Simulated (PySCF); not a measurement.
This script is equivalent to a calculation on Ar (argon, neutral).

```python
from pyscf import gto, scf, dft, mp, cc
import basis_set_exchange as bse
mol = gto.M(atom="Ar 0 0 0", charge=0, spin=0, symmetry="D2h",
            basis=gto.basis.parse(bse.get_basis("aug-cc-pVTZ-DK", elements=["Ar"], fmt="nwchem")),
            nucmod="G")
mf = dft.UKS(mol, xc="BHANDHLYP").sfx2c1e()
mf.irrep_nelec = {'Ag': (3, 3), 'B1u': (2, 2), 'B2u': (2, 2), 'B3u': (2, 2)}
mf.kernel()
```

**Question.** What total energy does it give?

**Answer.** -529.368 hartree (calculated).

**Question.** Which occupied shell lies highest, and where?

**Answer.** 3p, at -13.537 eV.
